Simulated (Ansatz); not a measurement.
C2H6N, doublet, at a GFN2-xTB geometry; CCSD(T)/6-31G* (Ansatz, a program for electronic structure).

The Ansatz input:
Ansatz 0.2 input:
```yaml
crystal:
  periodic: [false, false, false]
  atoms:
    - {symbol: C, position_ang: [1.23129600, -0.25669769, -0.09655273]}
    - {symbol: C, position_ang: [-0.05799116, 0.17393746, 0.49940779]}
    - {symbol: N, position_ang: [-1.20100732, 0.14966202, -0.31016964]}
    - {symbol: H, position_ang: [1.64723200, 0.48863493, -0.78864494]}
    - {symbol: H, position_ang: [1.96813276, -0.42204686, 0.68733552]}
    - {symbol: H, position_ang: [1.10338449, -1.18365188, -0.65721155]}
    - {symbol: H, position_ang: [-0.05524989, 0.94758192, 1.24931036]}
    - {symbol: H, position_ang: [-2.06668125, 0.26362547, 0.19896649]}
    - {symbol: H, position_ang: [-1.22959588, -0.64521633, -0.93569883]}
basis:
  gaussian:
    orbitals: 6-31G*
magnetization: {spin_polarized: true, initial_magnetization: 1}
correlation: {method: ccsd_t}
```

The log (banner, timings and long lists left out):

```
Functional definition: HF
620 factors; integrals over basis functions are off by at most 5.7e-4 eV
mean field evaluation 1: about -3633.9896 eV, gradient 1.9e1 eV
mean field evaluation 2: about -3633.9896 eV, gradient 1.9e1 eV
mean field evaluation 4: about -3636.0831 eV, gradient 2.5e0 eV
mean field evaluation 8: about -3636.1458 eV, gradient 6.1e-2 eV
mean field evaluation 16: about -3635.8183 eV, gradient 7.2e0 eV
mean field evaluation 32: about -3636.1457 eV, gradient 9.9e-6 eV
mean field -3636.14571202 eV, -133.6258902486 hartree, gradient 1.1e-6 eV, S^2 0.760880; 1 other end points of the search recorded, 0 dependent functions left out
3 core orbitals not correlated
reference -3636.14571202 eV, -133.6258902486 hartree; 10, 9 occupied and 44, 45 virtual orbitals, 620 factors
second order -11.00611553 eV of doubles, -0.00000000 eV of singles
cycle   1  -11.66226552 eV  change   -6.6e-1 eV  update   7.2e-2
cycle   2  -12.00266694 eV  change   -3.4e-1 eV  update   2.3e-2
cycle   3  -12.06432361 eV  change   -6.2e-2 eV  update   1.2e-2
cycle   4  -12.06404141 eV  change    2.8e-4 eV  update   5.1e-3
cycle   5  -12.06395684 eV  change    8.5e-5 eV  update   2.1e-3
cycle   6  -12.06378812 eV  change    1.7e-4 eV  update   6.5e-4
cycle   7  -12.06371884 eV  change    6.9e-5 eV  update   2.1e-4
cycle   8  -12.06374438 eV  change   -2.6e-5 eV  update   9.0e-5
cycle   9  -12.06373544 eV  change    8.9e-6 eV  update   3.4e-5
cycle  10  -12.06373734 eV  change   -1.9e-6 eV  update   1.5e-5
perturbative correction -0.29864895 eV, -0.0109751464 hartree
Total energy: -3648.50809831 eV, -134.0801995653 hartree
```
